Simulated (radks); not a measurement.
The numbers below are computed, except where a source is named.
These are the eigenvalues of the occupied orbitals of an atom or ion with whole-number occupations (hartree). Level of theory: non-relativistic Kohn-Sham, PBE, spin-unpolarised, spherical densities, point nucleus (a radial shooting solver on a logarithmic mesh with Libxc functionals).

| orbital | eigenvalue |
|---|---|
| 1s | -481.8692 |
| 2s | -62.68775 |
| 2p | -56.59553 |
| 3s | -9.32352 |
| 3p | -7.19208 |
| 3d | -3.39366 |
| 4s | -1.50542 |
| 4p | -1.03624 |

Which element is it, and in what charge state? The configuration may be excited.

Answer. Z = 35, bromine, charge +2: Br2+ in [Ar] 3d10 4s2 4p3. The list shows which subshells hold electrons but not how many an open one holds; the 1s level, -481.87 hartree, gives Z - s = 31.0 by -(Z - s)^2/2, which with screening narrows Z to a few neighbours, and the depths of the outer levels then fix element, charge and occupations together.
